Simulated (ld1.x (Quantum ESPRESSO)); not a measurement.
**B (Z = 5), TM semilocal: configuration errors across variants**

ld1.x (Quantum ESPRESSO) 7.5 input, shortened:

```
&input
   title='B', zed=5., rel=1, dft='PBE', iswitch=3,
   config='[He] 2s2 2p1 3d-2'
 /
 &inputp
   pseudotype=1, tm=.true., lloc=0,
   nlcc=.false.
 /
3
2P  2  1   1.00   0.00  2.70  2.70  0.0
3D  3  2  -2.00   0.05  2.40  2.40  0.0
2S  1  0   2.00   0.00  1.50  1.50  0.0
 &test
   configts(1)='2s2 2p1'
 /
```

All-electron excitation energies from the reference (eV): (1) 2s2 2p0 8.220; (2) 2s1 2p0 33.642; (3) 2s2 2p0.5 2.887; (4) 2s1 2p2 5.851; (5) 2s1 2p1 14.361; (6) 2s0 2p3 11.721; (7) 2s2 2p1.3 -0.738.

A semilocal file is local in each channel, so a ghost entry of none says nothing of the separable form that plane-wave codes build from it.

Errors AE − PS in meV (a dash: test not solved or not reliable):

```tsv
change	(1)	(2)	(3)	(4)	(5)	(6)	(7)	bound ghosts
base	+60	+204	+7.0	-4.8	-38	-26	+0.2	none
wave 2s (bound): rc 1.50 bohr becomes 2s (bound): rc 0.94 bohr	+64	+210	+7.5	-1.7	-37	+15	+0.3	none
wave 2s (bound): rc 1.50 bohr becomes 2s (bound): rc 1.10 bohr	+59	+205	+6.9	-4.3	-38	-25	+0.2	none
wave 2s (bound): rc 1.50 bohr becomes 2s (bound): rc 1.42 bohr	+59	+204	+6.8	-6.4	-38	-33	+0.2	none
wave 2s (bound): rc 1.50 bohr becomes 2s (bound): rc 1.60 bohr	+61	+205	+7.2	-3.7	-39	-21	+0.2	none
wave 2s (bound): rc 1.50 bohr becomes 2s (bound): rc 1.76 bohr	+63	+204	+7.6	-2.2	-40	-9.1	+0.3	none
wave 2s (bound): rc 1.50 bohr becomes 2s (bound): rc 1.98 bohr	+67	+203	+8.3	-2.8	-44	+1.2	+0.4	none
wave 2s (bound): rc 1.50 bohr becomes 2s (bound): rc 2.08 bohr	+70	+202	+8.7	-3.7	-46	+3.0	+0.4	none
wave 2s (bound): rc 1.50 bohr becomes 2s (bound): rc 2.22 bohr	+73	+202	+9.3	-4.8	-49	+3.3	+0.5	none
```

Problem. Give the same row for: wave 2s (bound): rc 1.50 bohr becomes 2s (bound): rc 1.28 bohr.

Solution. +58, +203, +6.7, -7.5, -38, -37, +0.2; bound ghosts: none.
